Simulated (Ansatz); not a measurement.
Arsine (`[AsH3]`): measurement beside calculation (Ansatz, PBE0-D4/def2-TZVP geometry).

```xyz
4

As   -0.580    0.078    0.249
H     0.050    1.039   -0.749
H     0.697    0.016    1.075
H    -0.167   -1.133   -0.576
```

Measured: 2123.2 cm⁻¹ (As-H stretching band, characteristic AsH3 peak, in situ DRIFTS). Source: Investigation of the Role of Copper Species-Modified Active Carbon by Low-Temperature Roasting on the Improvement of Arsine Adsorption, 2022 (pmc:9134391).

Harmonic PBE0-D4 wavenumbers (cm⁻¹, unscaled): 921, 1018, 1018, 2215, 2229, 2229. Fundamentals include anharmonicity and usually lie a few per cent under these; harmonic values from spectra compare directly.
